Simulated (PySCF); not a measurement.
C8H16NP.
Numbering: `[CH:1]#[C:2][P:3]([N:4]([CH3:5])[CH3:6])[C:7]([CH3:8])([CH3:9])[CH3:10]` (hydrogens: H11 on C1; H12, H13, H14 on C5; H15, H16, H17 on C6; H18, H19, H20 on C8; H21, H22, H23 on C9; H24, H25, H26 on C10)

Structure used (PBE0-D3(BJ)/def2-SVP), in Å, numbered top down from 1:
```xyz
26
C8H16NP angstrom
C      1.3709    2.6254    1.3944
C      0.9987    1.4843    1.1888
P      0.5017   -0.2148    1.0121
N      1.3964   -0.7322   -0.3537
C      1.8566    0.1396   -1.4080
C      2.2079   -1.9167   -0.1915
C     -1.2704    0.0204    0.3970
C     -1.7711   -1.3895    0.0820
C     -2.0471    0.6126    1.5732
C     -1.4071    0.9108   -0.8319
H      1.7020    3.6318    1.5771
H      1.2467    1.0483   -1.4639
H      2.9076    0.4544   -1.2511
H      1.8027   -0.3721   -2.3858
H      2.1780   -2.5343   -1.1069
H      1.8282   -2.5257    0.6408
H      3.2711   -1.6788    0.0160
H     -1.7234   -2.0432    0.9675
H     -2.8197   -1.3535   -0.2574
H     -1.1690   -1.8506   -0.7164
H     -3.1202    0.6670    1.3248
H     -1.9422   -0.0037    2.4804
H     -1.7042    1.6314    1.8111
H     -2.4735    1.0316   -1.0899
H     -0.9886    1.9136   -0.6544
H     -0.9075    0.4699   -1.7067
```

Method used: PySCF 2.14.0, PBE0-D3(BJ)/def2-SVP geometry optimisation, gas phase.

Masses are those of the commonest isotopes; rigid-rotor values at the optimised geometry. The values belong to one conformer with, in the numbering `[CH:1]#[C:2][P:3]([N:4]([CH3:5])[CH3:6])[C:7]([CH3:8])([CH3:9])[CH3:10]`, C2–P3–N4–C5 -27°.

(1) What are A, B and C (cm⁻¹)?

(2) Classify the top.

(3) Is it planar, by Δ = Ic − Ia − Ib?

(4) Give the other two planar moments, Paa and Pbb, and the rms extents of the mass along the axes.

(5) Which lines would a microwave search look for?

(6) Estimate the classical rotational partition function at 25 K, 100 K and 298.15 K.

## Answers

(1) Ia = 381.67, Ib = 495.95, Ic = 653.77 u·Å²; 505379 MHz·u·Å²/I gives 1324, 1019 and 773.0 MHz, that is A = 0.04417, B = 0.03399, C = 0.02579 cm⁻¹.

(2) An asymmetric top; Ray's κ = -0.107.

(3) Not planar: Δ = Ic − Ia − Ib = -223.85 u·Å². For a rigid frame Δ = −2 Σ m c², so Σ m c² = 111.93 u·Å² lies off the ab plane: 29.35 from hydrogen and 82.57 from heavier atoms. The atom farthest from that plane is 2.14 Å away.

(4) Paa = Σ m a² = (Ib + Ic − Ia)/2 = 384.03 and Pbb = Σ m b² = (Ia + Ic − Ib)/2 = 269.74 u·Å². With the mass M = 157.10 u, the rms extents √(P/M) along a, b and c are 1.56, 1.31, 0.84 Å.

(5) The dipole components are |μa| = 0.27 D, |μb| = 0.13 D, |μc| = 1.17 D. Intensities carry the squares of the components, which stand as 0.06 : 0.01 : 1.00 (a : b : c). Some lines, for components of 0.1 D or more:

```tsv
type	branch	J(Ka,Kc)	MHz	lower level (cm⁻¹)
c	Q	3(2,2) ← 3(1,2)	628	0.395
c	Q	2(2,1) ← 2(1,1)	915	0.206
b	Q	3(1,2) ← 3(0,3)	1509	0.344
b	Q	2(2,1) ← 2(1,2)	1653	0.181
b	Q	3(3,0) ← 3(2,1)	1798	0.430
b	R	2(0,2) ← 1(1,1)	3179	0.070
a	R	2(1,2) ← 1(1,1)	3338	0.070
b	R	2(1,2) ← 1(0,1)	3643	0.060
a	R	2(1,1) ← 1(1,0)	3830	0.078
c	R	2(1,1) ← 1(0,1)	4381	0.060
c	R	2(2,1) ← 1(1,1)	4991	0.070
c	R	3(2,1) ← 2(1,1)	6716	0.206
c	R	3(3,1) ← 2(2,1)	7570	0.236
b	R	3(3,0) ← 2(2,1)	7599	0.236
```

(6) Point group C1, symmetry number σ = 1; q = (√π/σ)·√((kT/h)³/(ABC)), k/h = 20836.6 MHz/K: 20600 at 25 K, 165000 at 100 K, 850000 at 298.15 K.

PBE0-D3(BJ)/def2-SVP frequencies: not computed here. Constants of a rigid frame at the computed geometry: no zero-point averaging, no centrifugal distortion. A rigid rotor knows nothing of internal rotation, which can split or shift real lines. Quadrupole hyperfine structure (14N) is left out.

Time: 6.9 min; peak memory 0.97 GiB. Hardware: one thread, Arm Neoverse N1 (aarch64), no GPU, shared host with 64 logical CPUs at a one-minute load of 44. This is the geometry optimisation.
